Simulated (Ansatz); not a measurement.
`BO[SiH2][SiH2]O` → B• + 7 H• + 2 O• + 2 Si•  (atomization)

Isolated molecules relaxed with PBE0-D4/def2-TZVP in Ansatz; ΔE leaves out vibrations. CCSD(T)/CBS is the MP2 limit (def2-TZVPP, def2-QZVPP) plus CCSD(T) − MP2 in def2-TZVPP, frozen cores. This one scheme is used for every species, atoms too. For atomizations the MP2-based limit and the directly extrapolated one differ by several kJ/mol either way, and by 10 to 25 for some Ge, Se and Sn compounds, so smaller differences from it don't rank the levels. Functionals use def2-TZVPP. HSE06 is defined as in plane-wave codes. Open shells (•) are unrestricted, without spin–orbit coupling. Spin–orbit coupling would lower the free atoms: a little for B, O, Si. Each species was taken in one conformer, which may not be the lowest.

```csv
level,ΔE (eV),difference from CCSD(T)/CBS
LDA (SPW92),49.14,5.26
PBE-D4,43.81,-0.07
r2SCAN0-D4,43.23,-0.65
HSE06-D4,43.30,-0.58
ωB97X-V,44.03,0.15
B2PLYP,43.34,-0.54
PBE,43.56,-0.32
BLYP,43.02,-0.86
PBE0,43.06,-0.82
BHLYP,42.54,-1.34
CCSD(T)/def2-SVP,40.77,-3.11
HF/def2-TZVPP,32.91,-10.97
SCS-MP2/def2-TZVPP,43.31,-0.57
MP2/def2-QZVPP,43.98,0.10
HF/CBS(def2),33.03,-10.85
MP2/CBS(def2),44.46,0.58
CCSD(T)/CBS,43.88,0
```

Problem. What do rigid-rotor, harmonic-oscillator terms from PBE0-D4/def2-TZVP frequencies (298.15 K, 1 bar) make of the CCSD(T)/CBS value? (An estimate is asked.)

Solution. The calculation gave: ΔZPE = -2.02 eV, ΔH = +42.36 eV, ΔS = 1230 J/(mol·K), ΔG = +38.56 eV. Open shells count their whole term as degenerate. Modes under 50 cm⁻¹ make the entropy rough.

Largest T1 diagnostic among the species: 0.014.

In def2-TZVPP, CCSD(T) changes the Hartree–Fock value by +9.77 eV (the triples alone add +0.49 eV) and MP2 by +10.35 eV; breaking electron pairs costs correlation energy, which Hartree–Fock lacks. At CCSD(T), def2-SVP lies −3.11 eV from the extrapolated value and def2-TZVPP −1.19 eV: correlation converges slowly with the basis, and small sets miss more of it in the bonded molecule than in its fragments.
